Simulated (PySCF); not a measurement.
A structure optimised at B3LYP-D3(BJ)/def2-TZVP, used in a PySCF frequency run:

```xyz
8

Si    -0.6259    -0.4472     0.0000
C      0.6791    -1.7750     0.0000
Cl     0.2825     1.4180     0.0000
H     -1.4747    -0.5213    -1.2077
H     -1.4747    -0.5213     1.2077
H      1.3127    -1.6957     0.8846
H      0.2104    -2.7622     0.0000
H      1.3127    -1.6957    -0.8846
```

Write its SMILES, formula and point group.

C[SiH2]Cl, CH5ClSi, Cs

What are its rotational constants (standard atomic weights)?

15.978, 3.8165, 3.2603 GHz
